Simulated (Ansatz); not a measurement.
Stepwise reaction of `O[Si]([SiH3])([SiH3])Cl` with hydrogen chloride, as a gas-phase model of exchange steps in deposition or etching. ΔE in kJ/mol; ΔG adds harmonic PBE0-D4 terms to CCSD(T)/CBS, at 1 bar.

Isolated molecules relaxed with PBE0-D4/def2-TZVP in Ansatz; ΔE leaves out vibrations. CBS: MP2 limit from def2 TZ/QZ plus the TZ coupled-cluster correction, frozen cores. This one scheme is used for every species. DFT in def2-TZVPP. B3LYP here is the variant with VWN-RPA as its local correlation; programs differ in this. One conformer a species, not always the lowest.

| step | reaction | PBE-D4 | B3LYP-D4 | ωB97M-V | CCSD(T)/CBS | ΔG(500 K) |
| --- | --- | --- | --- | --- | --- | --- |
| 1 | `O[Si]([SiH3])([SiH3])Cl` + HCl → `O[Si]([SiH3])(Cl)Cl` + SiH₄ | -96.7 | -110.4 | -118.2 | -111.3 | -103.3 |
| 2 | `O[Si]([SiH3])(Cl)Cl` + HCl → `O[Si](Cl)(Cl)Cl` + SiH₄ | -79.3 | -90.5 | -99.6 | -93.3 | -86.1 |

Task: By hand: ΔE of the 2 steps together at CCSD(T)/CBS.

Result: (-111.3) + (-93.3) = -204.6 kJ/mol, or -102.3 kJ/mol a step.

In ΔE each step is higher than the one before. All are downhill at CCSD(T)/CBS. ΔG lies between -103.3 and -86.1 kJ/mol a step. PBE-D4 differs from CCSD(T)/CBS by 14.0 to 14.6 kJ/mol a step. Isolated molecules leave out the surface, adducts and barriers. Largest T1 diagnostic: 0.013.
